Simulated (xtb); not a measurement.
Cu(NH3)2 (CuH6N2), SMILES [NH3]->[Cu+]<-[NH3], charge +1, multiplicity 1. All values are semi-empirical tight-binding results from xtb (GFN2-xTB unless named), good for trends rather than for accurate numbers. Coordinates come from a GFN2-xTB optimisation. The spin state was assumed, not searched.

Optimised geometry:

Bond lengths (Å): Cu1–N2 1.979, Cu1–N6 1.979, N2–H3 1.019, N2–H4 1.019, N2–H5 1.019, N6–H7 1.019, N6–H8 1.019, N6–H9 1.019. Angles (°): N2–Cu1–N6 180.0, Cu1–N2–H3 111.2, Cu1–N2–H4 111.2, Cu1–N2–H5 111.2, H3–N2–H4 107.7, H3–N2–H5 107.7, H4–N2–H5 107.7, Cu1–N6–H7 111.2, Cu1–N6–H8 111.2, Cu1–N6–H9 111.2, H7–N6–H8 107.7, H7–N6–H9 107.7, H8–N6–H9 107.7.
Charge +1, spin multiplicity 1.

The geometry has at least one imaginary mode, so it is a saddle point at that level.

For metal compounds this method's bond lengths and energies can be far off.

Computed properties:
```yaml
point_group_as_xtb_finds_it: D3
orbital_gap: 7.39 eV
```

Q: Give the atomic charges and the Wiberg bond orders between heavy atoms. (Estimate from the structure and the level; the computed values follow.)

A: charges (e) Cu1 0.23, N2 -0.30, H3 0.23, H4 0.23, H5 0.23, N6 -0.30, H7 0.23, H8 0.23, H9 0.23. Bond orders Cu1–N2 0.61, Cu1–N6 0.61.
